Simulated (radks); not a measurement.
Question: Species: Ru I. Configuration: [Kr] 4d6 5s1 5p1 (not the ground configuration). Method: Dirac Kohn-Sham, PBE, spin-unpolarised, spherical densities, finite nucleus; open shells fill j = l - 1/2 first; Fermi nuclear charge, rms radius 4.4809 fm; computed with a radial shooting solver on a logarithmic mesh with Libxc functionals.

Spin-orbit splittings of the eigenvalues, e(l+1/2) - e(l-1/2), with zeta = 2 splitting/(2l+1) and mean radii in bohr:

shell  occ.  splitting (eV)  zeta (eV)  <r> j=l-1/2  <r> j=l+1/2
2p        6           130.9      87.28       0.1236       0.1284
3p        6               ?          ?       0.3956       0.4063
3d       10           4.328      1.731       0.3821       0.3856
4p        6           3.418      2.279        1.101        1.131
4d        6          0.3552     0.1421        1.579        1.599
5p        1          0.1633     0.1089        4.343        4.504

Estimate the 3p splitting.

Answer: 22.21 eV (zeta = 14.81 eV).
